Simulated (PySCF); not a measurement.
Constitutional and geometric isomers with formula H2Cl2Si2. All species are isolated molecules in the gas phase. Strings in code marks are SMILES.

The S1 excitation (TDA) from two functionals at the same geometries (PBE0-D3(BJ)/def2-TZVP), both in PySCF: PBE-D3(BJ)/def2-TZVP and ωB97X-D3(BJ)/def2-TZVP. Excitations are Tamm–Dancoff values on a coarser integration grid. The basis has no diffuse functions, so Rydberg states are missing or too high.

```
species              ωB97X-D3(BJ)/def2-TZVP (eV)
-------------------  ---------------------------
`Cl/[SiH]=[SiH]/Cl`                         3.73
`Cl/[SiH]=[SiH]\Cl`                         3.71
`[SiH2]=[Si](Cl)Cl`                         3.99
```

What does PBE-D3(BJ)/def2-TZVP give for each?


- `Cl/[SiH]=[SiH]/Cl`: 3.54
- `Cl/[SiH]=[SiH]\Cl`: 3.60
- `[SiH2]=[Si](Cl)Cl`: 3.91
Over these rows, drawn at random from the members with no instability flagged (it was tested for open shells, ions and some series alone), PBE minus ωB97X-D3(BJ): mean -0.13 eV, from -0.19 eV to -0.08 eV.
